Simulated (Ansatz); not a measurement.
Basis-set series for C₃H₆AlCl (`C=C[CH2][AlH][Cl]`). Charge 0, multiplicity 1. The structure was optimised at the PBE0-D4/def2-TZVP level. It is one conformer, not always the lowest.

```tsv
functional	basis	functions	energy (Eh)	HOMO (eV)	LUMO (eV)
PBE0-D4	def2-SVP	108	-819.89399	-7.12	-0.96
PBE0-D4	def2-TZVPP	261	-820.26555	-7.14	-1.08
ωB97M-V	def2-SVP	108	-820.19261	-9.19	1.09
ωB97M-V	def2-TZVPP	261	-820.56966	-9.23	0.88
```

Question: Give the rows for def2-QZVPP. (Best estimate.)

Answer: Computed: 
```tsv
functional	basis	functions	energy (Eh)	HOMO (eV)	LUMO (eV)
PBE0-D4	def2-QZVPP	491	-820.29324	-7.15	-1.13
ωB97M-V	def2-QZVPP	491	-820.59618	-9.24	0.72
```

Positive LUMOs are unbound and depend on the basis.
